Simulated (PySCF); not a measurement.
Spectrum to structure. Method: TDDFT PBE0/def2-SVPD, vertical, gas phase, core orbitals frozen in the response in PySCF. Geometries: GFN2-xTB, one conformer each.

| state | E (eV) | f |
| --- | --- | --- |
| S1 | 4.49 | 0.0019 |
| S2 | 5.07 | 0.413 |
| S3 | 5.26 | 0.0060 |
| S4 | 5.40 | 0.078 |
| S5 | 6.35 | 0.0056 |
| S6 | 6.56 | 0.0003 |

Orbital energies (eV): HOMO-3 -8.49, HOMO-2 -7.63, HOMO-1 -7.58, HOMO -7.21, LUMO -1.54, LUMO+1 0.44, LUMO+2 0.65.

Problem. Which candidate is it? All have the formula C7H9NO.
A. `C=C(C)C#CC(=O)NC`
B. `N#C[C@@H]1CC[C@H]2O[C@H]2C1`
C. `C#C/C=C(\C)CNC=O`

Solution. A. Its S1, at 4.49 eV, is the lowest among the candidates; the nearest of the others has S1 at 5.42 eV. S1 is HOMO-2→LUMO (58%), HOMO-1→LUMO (32%). Löwdin shares by element: HOMO carbon 74% or more (atoms not listed hold the other 26%); LUMO carbon 64% or more (atoms not listed hold the other 36%). At the same level the other candidates give, for their lowest levels:
- `N#C[C@@H]1CC[C@H]2O[C@H]2C1`: 7.46 eV (f 0.009); 7.71 eV (f 0.005); 7.76 eV (f 0.006); 7.89 eV (f 0.003); 8.03 eV (f 0.004); T1 6.46 eV; HOMO -8.14, LUMO 0.32 eV
- `C#C/C=C(\C)CNC=O`: 5.42 eV (f 0.334); 5.47 eV (f 0.045); 5.65 eV (f 0.091); 5.85 eV (f 0.008); 6.05 eV (f 0.000); T1 3.40 eV; HOMO -6.99, LUMO -0.99 eV

Shape of the structure used: `[CH2:1]=[C:2]([CH3:3])[C:4]#[C:5][C:6](=[O:7])[NH:8][CH3:9]`: C5–C6–N8–C9 -179°.
Triplets come from the Tamm–Dancoff approximation.
